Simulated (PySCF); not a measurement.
Simulated outer-valence photoelectron spectrum of methyl(difluoro)silyl chloride, `C[Si](F)(F)Cl`. Theory: EOM-IP-CCSD/aug-cc-pVDZ in PySCF, restricted Hartree–Fock reference, 13 core orbitals frozen, non-relativistic, gas phase, PBE0-D3(BJ)/def2-SVP geometry.

Each root has a Gaussian of 0.6 eV full width with its one-hole share as area; cross sections and vibrations are left out, and the highest printed point is 100.

```
ionisation energy (eV)  intensity
                  11.4          0
                  11.5          1
                  11.6          2
                  11.7          4
                  11.8         10
                  11.9         20
                  12.0         33
                  12.1         49
                  12.2         65
                  12.3         76
                  12.4         80
                  12.5         77
                  12.6         69
                  12.7         60
                  12.8         54
                  12.9         52
                  13.0         51
                  13.1         48
                  13.2         40
                  13.3         30
                  13.4         19
                  13.5         11
                  13.6          5
                  13.7          2
                  13.8          1
                  13.9          1
                  14.0          1
                  14.1          3
                  14.2          8
                  14.3         17
                  14.4         31
                  14.5         49
                  14.6         68
                  14.7         83
                  14.8         91
                  14.9         92
                  15.0         89
                  15.1         89
                  15.2         92
                  15.3         97
                  15.4        100
                  15.5         98
                  15.6         91
                  15.7         81
                  15.8         70
                  15.9         58
                  16.0         44
                  16.1         31
                  16.2         19
                  16.3         10
                  16.4          5
                  16.5          2
                  16.6          1
                  16.7          0
```

Where are the maxima, and how many lines lie under the curve?

3 maxima, at 12.4, 14.9 and 15.4 eV, from 8 lines. At this width some lines have no maximum of their own.

List the lines with their holes.

| E (eV) | leading hole (HF orbital) | area | Koopmans (eV) |
| --- | --- | --- | --- |
| 12.25 | HOMO | 0.96 | 13.07 |
| 12.51 | HOMO-1 | 0.96 | 13.34 |
| 13.07 | HOMO-2 | 0.96 | 14.07 |
| 14.70 | HOMO-3 | 0.95 | 15.74 |
| 14.87 | HOMO-4 | 0.95 | 15.95 |
| 15.32 | HOMO-5 | 0.95 | 16.50 |
| 15.47 | HOMO-6 | 0.95 | 17.78 |
| 15.86 | HOMO-7 | 0.94 | 18.25 |

The widest gap, 1.63 eV, lies between 13.07 and 14.70 eV. Only orbitals with −ε under 21 eV, eight at most, were ionised, so the high end of the curve may lack lines.
